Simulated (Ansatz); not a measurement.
Gas-phase electronic energies from Ansatz, PBE0-D4/def2-TZVP geometries. CCSD(T)/CBS is the MP2 limit (def2-TZVPP, def2-QZVPP) plus CCSD(T) − MP2 in def2-TZVPP, frozen cores. DFT in def2-TZVPP. B3LYP here is the variant with VWN-RPA as its local correlation; programs differ in this. For Ge outer-core shells are correlated without core-valence functions, which leaves a few kJ/mol of doubt a bond. Scalar relativity is left out up to krypton. Each species was taken in one conformer, which may not be the lowest.

`[SiH3][CH2][GeH2][Cl]` + `C[CH2][GeH]([F])[Cl]` → `C[CH2][GeH]([SiH3])[Cl]` + `F[CH2][GeH2][Cl]`  (redistribution)

Task: Is it downhill or uphill in electronic energy at CCSD(T)/CBS, and by how much? (Best estimate.)

Result: The calculation gave: Uphill: ΔE = +41.9 kcal/mol.

Task: What do these levels give: PBE-D4, PBE0-D4, B3LYP-D4, r2SCAN, HF/def2-TZVPP, HF/def2-QZVPP? (An estimate is asked.)

Result: The calculation gave: PBE-D4 36.2, PBE0-D4 38.0, B3LYP-D4 38.6, r2SCAN 40.3, HF/def2-TZVPP 42.8, HF/def2-QZVPP 43.4 kcal/mol.

Largest T1 diagnostic among the species: 0.010.

From PBE to PBE0 (25 % exact exchange), in def2-TZVPP and without D4, ΔE moves by +1.9 kcal/mol.
